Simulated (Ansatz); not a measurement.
Ansatz results at the PBE0-D4/def2-TZVP geometry: size of the dipole moment (B3LYP/def2-TZVPP) 1.28 D; HOMO–LUMO gap (ωB97M-V/def2-TZVPP) 9.24 eV; HOMO energy (B3LYP/def2-TZVPP) -7.17 eV.

Which molecule gave them?
A. `N=CCC=N`
B. `[InH2][CH]1BO1`
C. `COC(O)C=O`
D. `[OH][GaH][SeH]`

B. The others give `[OH][GaH][SeH]`: 0.86, 10.31, -7.17; `N=CCC=N`: 1.26, 11.44, -7.48; `COC(O)C=O`: 2.15, 11.52, -7.92.

B3LYP here is the variant with VWN-RPA as its local correlation; programs differ in this.
